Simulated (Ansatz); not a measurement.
Coupled-cluster diagnostics for BiH3, Ansatz.

Geometry of the singlet (PBE-D4/def2-TZVP):

Cartesian coordinates in Å:
```
Bi -0.674 0.161 -0.369
H -0.125 -1.484 0.137
H -0.180 0.814 1.242
H 0.979 0.509 -1.010
```

In the def2 sets Bi takes a core potential; there is no spin–orbit coupling. Correlated methods freeze 4 core orbitals; core or outer-core shells of Bi are correlated, in sets that lack core-valence functions.

Estimate the CCSD(T) correlation energy, the shares of MP2 and (T), T1 and the reference's ⟨S²⟩ for: charge 0, singlet, own geometry in def2-TZVPP; charge 1, doublet, vertical in def2-TZVPP; and the rough time on 4 threads of Arm Neoverse V1 on a shared host.


```json
{"state": "charge 0, singlet, own geometry", "basis": "def2-TZVPP", "correlation (eV)": "-12.496", "MP2 share (%)": "99.7", "(T) share (%)": "2.3", "T1": "0.015", "⟨S²⟩ (pure)": "0.00 (0.00)", "wall time": "1.1 s"}
{"state": "charge 1, doublet, vertical", "basis": "def2-TZVPP", "correlation (eV)": "-11.688", "MP2 share (%)": "98.5", "(T) share (%)": "2.3", "T1": "0.018", "⟨S²⟩ (pure)": "0.79 (0.75)", "wall time": "2.5 s"}
```
Customary marks for T1 are 0.02 (closed shells), 0.045 (open shells) and about 0.05 (3d metals). T1 stays under 0.02 throughout.
